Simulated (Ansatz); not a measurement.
Abridged output of a molecular run in Ansatz:

```
Functional definition: HF
1024 factors; integrals over basis functions are off by at most 1.1e-3 eV
mean field evaluation 1: about -34695.1267 eV, gradient 4.1e1 eV
mean field evaluation 2: about -34695.1301 eV, gradient 4.1e1 eV
mean field evaluation 4: about -34698.5511 eV, gradient 2.5e0 eV
mean field evaluation 8: about -34698.5789 eV, gradient 1.6e-1 eV
mean field evaluation 16: about -34698.5724 eV, gradient 6.0e-1 eV
mean field -34698.57905499 eV, -1275.1492607294 hartree, gradient 1.2e-6 eV, S^2 0.000000; 0 other end points of the search recorded, 0 dependent functions left out
18 core orbitals not correlated: weight in the atoms' cores, before any rotation towards them, 1.000 or more for the frozen orbitals, at most 0.000 for the correlated occupied ones
reference -34698.57905499 eV, -1275.1492607294 hartree; 19, 19 occupied and 74, 74 virtual orbitals, 1024 factors
second order -23.62877566 eV of doubles, -0.00000000 eV of singles
cycle   1  -24.05265519 eV  change   -4.2e-1 eV  update   1.1e-1
cycle   2  -24.58023370 eV  change   -5.3e-1 eV  update   3.1e-2
cycle   3  -24.71686616 eV  change   -1.4e-1 eV  update   1.6e-2
cycle   4  -24.71065088 eV  change    6.2e-3 eV  update   3.0e-3
cycle   5  -24.70807624 eV  change    2.6e-3 eV  update   1.2e-3
cycle   6  -24.70827298 eV  change   -2.0e-4 eV  update   3.2e-4
cycle   7  -24.70812265 eV  change    1.5e-4 eV  update   1.0e-4
cycle   8  -24.70804781 eV  change    7.5e-5 eV  update   3.1e-5
cycle   9  -24.70805609 eV  change   -8.3e-6 eV  update   1.2e-5
perturbative correction -0.47404777 eV, -0.0174209342 hartree
Total energy: -34723.76115885 eV, -1276.0746859771 hartree
```

Its atoms:

Cartesian coordinates in Å:
```
F 1.672 -1.434 -1.261
Si 1.163 0.067 -1.110
S -0.970 0.129 -1.083
Si -1.270 -0.028 0.996
F -0.865 1.314 1.733
F -0.346 -1.158 1.613
H 1.713 0.618 0.145
H 1.584 0.814 -2.312
H -2.681 -0.323 1.281
```

Question: Which basis set was used?
A. def2-SVP
B. def2-QZVPP
C. def2-TZVPP
D. def2-TZVPPD

Answer: A. It gives 111 functions.

Question: Write the keys of the input that set method, charge and spin (a neutral closed shell needs none for the last two).

Answer: 
```yaml
correlation: {method: ccsd_t}
```
